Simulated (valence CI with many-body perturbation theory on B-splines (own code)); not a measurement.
**Energy levels of Ta⁺**

Method: valence CI with perturbative core correlation (CI+MBPT): four valence electrons over a frozen Dirac-Fock core [Xe] 4f14, radial functions for each j: 9 s, 9 p, 10 d, 8 f, 5 g, 3 h, 1 i, with the one-electron correlation potential Σ1, the two-electron term Σ2, the three-electron term Σ3, Breit, model QED; selected CI, second order for the rest, scaled by the run's own slope (own B-spline code, finite nucleus).

Against 11 measured levels this calculation errs by 281 cm⁻¹ on average and by 824 at most. These come from a selection out of the NIST Handbook of Basic Atomic Spectroscopic Data. Levels without a partner in it may be off by more, other configurations by 1,000 to 4,000 cm⁻¹. Among the levels kept, up to 460 cm⁻¹ of a level comes from second order outside the variational space, and about a tenth of that is noise between levels of different J, which matters for small intervals. 2 measured levels below the end of the list, from 4125 cm⁻¹ on, found no clear computed partner.

Levels 46 to 63 of 63, with energies above the lowest level, 5d³6s ⁵F_1. "Leading %" is the weight of the configuration and term that name the level; weights of strongly mixed levels are sums over their largest components and can fall short. In the jj column 3d3/2^4 stands for four electrons in 3d with j = 3/2.

```tsv
No.	Configuration	Term	J	E (eV)	Leading %	g	Leading jj
46	5d³6s	¹F	3	3.070	37	0.971	5d3/2 5d5/2^2 6s (28 %)
47	5d⁴	³H	6	3.104	68	1.136	5d3/2^2 5d5/2^2 (73 %)
48	5d⁴	³G	4	3.152	22	1.088	5d3/2^2 5d5/2^2 (36 %)
49	5d⁴	³G	3	3.275	52	0.876	5d3/2^2 5d5/2^2 (31 %)
50	5d³6s	³P	0	3.319	32		5d3/2 5d5/2^2 6s (31 %)
51	5d³6s	³P	1	3.337	42	1.376	5d3/2 5d5/2 6s^2 (27 %)
52	5d⁴	³G	4	3.430	45	1.070	5d3/2 5d5/2^3 (25 %)
53	5d²6s²	³P	2	3.582	34	1.369	5d5/2^2 6s^2 (31 %)
54	5d⁴	³G	5	3.653	77	1.180	5d3/2 5d5/2^3 (81 %)
55	5d²6s6p	⁵G°	2	3.672	44	0.525	5d3/2^2 6s 6p1/2 (66 %)
56	5d⁴	³D	2	3.679	36	1.013	5d3/2^2 5d5/2^2 (45 %)
57	5d⁴	³D	1	3.704	29	0.989	5d3/2^2 5d5/2^2 (30 %)
58	5d⁴	¹I	6	3.706	79	1.031	5d3/2 5d5/2^3 (78 %)
59	5d³6s	³F	2	3.752	33	0.890	5d3/2^2 5d5/2^2 (28 %)
60	5d⁴	³D	3	3.761	50	1.269	5d3/2 5d5/2^3 (30 %)
61	5d⁴	³F	3	3.869	33	1.113	5d3/2 5d5/2^3 (40 %)
62	5d⁴	³F	4	3.869	25	1.137	5d3/2^2 5d5/2^2 (23 %)
63	5d⁴	³D	1	3.917	35	1.022	5d3/2 5d5/2^3 (55 %)
```

Names give the largest LS component (configuration and term), which can be under half, so a name can repeat, a term be missing and a line seem to break the LS rules; names also repeat where a configuration has a term twice.

Where two levels of one J and parity lie close, their mixing, g and order are uncertain.
